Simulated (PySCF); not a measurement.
## Zinc: a sound run and one with changed settings

Sound run: Zn [Ar] 3d10 4s2, Zn⁺ [Ar] 3d10 4s1. Calculation: PySCF 2.14, in def2-TZVP (6s5p4d1f, 48 functions); the non-relativistic Hamiltonian (point nucleus). In the sound run the correlated levels freeze [Ar]. The sound run starts from symmetry-adapted Hartree-Fock orbitals and uses a fine grid where one is needed.

A second run was set up differently.

```
species   method  sound run (hartree)  changed run (hartree)  converged
     Zn      MP2          -1778.21079            -1777.82927        yes
     Zn  CCSD(T)          -1778.19127            -1777.84034        yes
```

Ionisation energy of Zn:

```
 method  sound run (eV)  changed run (eV)
    UHF           7.636             7.636
    MP2           8.723             8.240
SCS-MP2           8.760             8.361
   CCSD           8.866             8.542
CCSD(T)           8.955             8.542
  CCSDT             n/a             8.542
    FCI             n/a             8.542
```

**Question.** What was changed?
A. too few SCF iterations
B. basis contracted for another Hamiltonian
C. a valence shell is frozen
D. minimal basis

**Answer.** C. Freezing a valence shell removes pair correlation that changes on ionisation.
